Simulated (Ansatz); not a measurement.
FePt₂⁺, relaxed as a doublet with UKS PBE0-D4/def2-TZVP in Ansatz, starting from the PBE0-D4/def2-TZVP geometry of the neutral singlet. Force threshold 0.02 eV/Å.

In the def2 sets Pt takes a core potential; there is no spin–orbit coupling. The relaxed charge 1 doublet is spin-contaminated (final ⟨S²⟩ up to 2.54, 0.75 for a pure state). The relaxation made no stability test and no search for a lower SCF solution. No other spin state of charge 1 was run. The structure comes from a short search, and lower isomers may exist.

Start:

```xyz
3

Fe    0.475    0.766    0.934
Pt   -0.554   -1.236    0.393
Pt    0.079    0.471   -1.327
```

```
step  energy (eV)  largest force component (eV/Å)  SCF passes
   1  -40867.2264                           1.161         357
   2  -40867.2895                           1.244          66
   3  -40867.3499                           0.053          61
   4  -40867.3501                           0.003          61
   5  -40867.3501                           0.000          61
```

Force components are those of the run's own axes.

End:

Cartesian coordinates in Å:
```
Fe 0.502 0.809 0.992
Pt -0.555 -1.224 0.334
Pt 0.052 0.416 -1.326
```

By distances, no bond broke or formed. The bond that changes most is Pt2–Pt3, from 2.50 to 2.41 Å (atoms count from 1).

The force fell under the threshold at step 4, but the optimiser went on. No frequencies were taken in this run, so the end may be a saddle point.

Run time 34 s (4 threads of Arm Neoverse V1 on a shared host).
